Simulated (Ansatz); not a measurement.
`O=C[SiH2]Br` + `C#CO` → `C#CO[SiH2]Br` + `C=O` at 400 K and 1 bar (ligand exchange at the Si–C bond).

Calculated with Ansatz (gas phase, PBE0-D4/def2-TZVP geometries, no zero-point term in ΔE). CCSD(T)/CBS adds triple-zeta CCSD(T) − MP2 to the extrapolated MP2 energy (def2 sets, frozen cores). This one scheme is used for every species. For Br outer-core shells are correlated without core-valence functions, which leaves a few kJ/mol of doubt a bond. Scalar relativity is left out up to krypton. Each species was taken in one conformer, which may not be the lowest.

```csv
species,CCSD(T)/CBS energy (Eh),H − E (kJ/mol),S (J/(mol·K))
`O=C[SiH2]Br`,-2977.43874,121.7,363.2
`C#CO`,-152.38380,102.4,264.4
`C#CO[SiH2]Br`,-3015.47100,140.3,385.0
`C=O`,-114.39408,83.9,229.4
```

H − E and S are ideal-gas, rigid-rotor, harmonic terms from PBE0-D4/def2-TZVP, for one conformer and one mirror image of each species. 1 Eh = 2625.50 kJ/mol, R = 8.31446 J/(mol·K).

By hand: ΔE, ΔH, ΔS and ΔG.

ΔE = (-3015.47100) + (-114.39408) − (-2977.43874) − (-152.38380) = -0.04254 Eh = -111.7 kJ/mol. Δ(H − E) = 140.3 + 83.9 − 121.7 − 102.4 = 0.1, so ΔH = -111.6 kJ/mol. ΔS = 385.0 + 229.4 − 363.2 − 264.4 = -13.2 J/(mol·K). ΔG = -111.6 − 400 × (-13.2)/1000 = -106.3 kJ/mol.

By hand: the equilibrium constant, and the temperature at which ΔG would vanish if ΔH and ΔS stayed fixed.

log₁₀ K = −ΔG/(RT ln 10) = 13.9. ΔG = 0 at ΔH/ΔS = 8455 K, far beyond where these terms or the molecules hold.

The number of gas molecules stays the same, so ΔS is small and ΔH decides. A doubt of 5 kJ/mol in ΔE shifts log₁₀ K by 0.7 here. Other conformers and mirror images would add mixing entropy, several J/(mol·K) or more a flexible species. Modes under 60 cm⁻¹, often nearly free rotors, make the harmonic entropy too high. These are equilibria of isolated gas molecules and say nothing of rates. Largest T1 diagnostic: 0.015 (customary marks: 0.02 for closed shells, 0.045 for open ones).
